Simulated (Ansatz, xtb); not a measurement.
C6H7BS: 4 structures ranked

4 gas-phase structures of C6H7BS, from a drawn sample of its isomers (lower ones may exist). Each was relaxed with GFN2-xTB; where two conformers were screened, the lower at r2SCAN-D4/def2-SVP//GFN2-xTB is listed:

A. `BSC1=C[C@@H]2C=C[C@H]12`, a singlet
B. `Bc1cc(C=C)cs1`, a singlet
C. `BC1=CSC(=C)C1=C`, a singlet
D. `Bc1ccc(C=C)s1`, a singlet

**Question.** Estimate their order in r2SCAN-D4/def2-SVP//GFN2-xTB energy at these geometries, lowest first.

**Answer.** Calculated order at r2SCAN-D4/def2-SVP//GFN2-xTB: D (0.0), B (9.9), C (79.7), A (205.6) kJ/mol.

Energies above the lowest of each column, in kJ/mol; the last columns are at r2SCAN-D4/def2-SVP geometries and were run for some of them only (a dash: not run or not comparable):

```tsv
structure	GFN2-xTB	HF/STO-3G	r2SCAN-D4/def2-SVP//GFN2-xTB	r2SCAN-D4/def2-SVP	CCSD(T)/def2-SVP + ΔMP2/def2-TZVPP
D	0.0	0.0	0.0	0.0	0.0
B	7.8	5.3	9.9	9.9	4.1
C	55.8	60.0	79.7	78.8	73.5
A	114.4	138.9	205.6	–	–
```

Every level run on D puts it lowest or level with the lowest. Flexible structures stand in one conformer each, not always the lowest. Frequencies (GFN2-xTB) were run for B, C, D alone. ΔMP2 is the change of the MP2 energy from the smaller to the larger basis.

Over these structures GFN2-xTB departs from r2SCAN-D4/def2-SVP//GFN2-xTB by 30.9 kJ/mol on average once a common shift is removed. A GFN2-xTB relaxation took about 0.13 s and the r2SCAN-D4/def2-SVP//GFN2-xTB energy about 2.7 s on a shared host (Ansatz 0.2.0, xtb 6.7.1).
